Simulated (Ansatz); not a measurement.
The same germylene extrusion along the group C, Si, Ge.

Isolated molecules relaxed with PBE0-D4/def2-TZVP in Ansatz; ΔE leaves out vibrations. CBS: MP2 limit from def2 TZ/QZ plus the TZ coupled-cluster correction, frozen cores. This one scheme is used for every species. DFT in def2-TZVPP. Elements past krypton have def2 core potentials. For Ge, I outer-core shells are correlated without core-valence functions, which leaves a few kJ/mol of doubt a bond. Scalar relativity is left out up to krypton.

| reaction | CCSD(T)/CBS(def2) (kJ/mol) |
| --- | --- |
| `FCI` → `[CH]F` + HI | 352 |
| `F[SiH2]I` → `F[SiH]` + HI | 291 |
| `[F][GeH2][I]` → `[F][GeH]` + HI | ? |

Fill in the missing values. (An estimate is asked.)

The calculation gave: `[F][GeH2][I]` → `[F][GeH]` + HI: +198.0 kJ/mol.

Largest T1 diagnostic: 0.018, for `[CH]F`.
